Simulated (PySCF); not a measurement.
# Ionisation energy of Os⁴⁶⁺ by level of theory

Os⁴⁶⁺ [Ar] 3d10 4s2 (1S) → Os⁴⁷⁺ [Ar] 3d10 4s1 (2S), as a difference of total energies. Calculation: PySCF 2.14, in an even-tempered Gaussian basis (18 s from 5.6 bohr⁻², ratio 2.5; 13 p from 7.3 bohr⁻², ratio 2.5; 8 d from 13 bohr⁻², ratio 2.5; 4 f from 33 bohr⁻², ratio 2.7; 4 g from 50 bohr⁻², ratio 2.7); the spin-free X2C one-electron Hamiltonian (Gaussian nucleus). Correlated levels: outer shells: [Ne] frozen; virtual orbitals above 40 to 60 times the deepest correlated orbital energy dropped. The calculations carry no spin-orbit coupling.

```csv
method,ionisation energy (eV)
UHF,2547.7
LDA,2556.0
PBE,2556.8
r2SCAN,2550.7
M06,2553.1
MP2 (outer shells),2550.7
SCS-MP2 (outer shells),2550.7
```

Q: Estimate what PBE0 gives.

A: 2554.8 eV, closest to LDA among the rows shown.

Q: Estimate what B97-3 gives.

A: 2554.3 eV, closest to M06 among the rows shown.

Breit and QED terms and the two-electron picture change are absent.

For comparison: 2552 ± 4 eV (theoretical estimate listed by NIST; NIST Atomic Spectra Database, ionization energies).
